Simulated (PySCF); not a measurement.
Hf(F)3(OH)(OH2) (F3H3HfO2), SMILES [OH][Hf](<-[OH2])([F])([F])[F], multiplicity 1. Geometry optimised at B3LYP-D3(BJ)/def2-SVP. The spin state was assumed, not searched. The structure was generated by enumeration; whether it is a known compound was not checked. The def2 effective core potentials stand for the cores of Hf; spin–orbit coupling is left out. The values are those of a single conformer.

Computed equilibrium geometry at B3LYP-D3(BJ)/def2-SVP (PySCF confirms it by a frequency run) as Cartesian coordinates in Å, and its point group (one conformer of several):
point group Cs.
```xyz
9

Hf    -0.1442    -0.0111     0.0000
F      0.3847     0.8303    -1.6743
F     -0.0462    -1.9368     0.0000
F      0.3847     0.8303     1.6743
O     -2.0360     0.3330     0.0000
H     -2.9659     0.5585     0.0000
O      2.2335    -0.0761     0.0000
H      2.6310     0.3365     0.7817
H      2.6310     0.3365    -0.7817
```
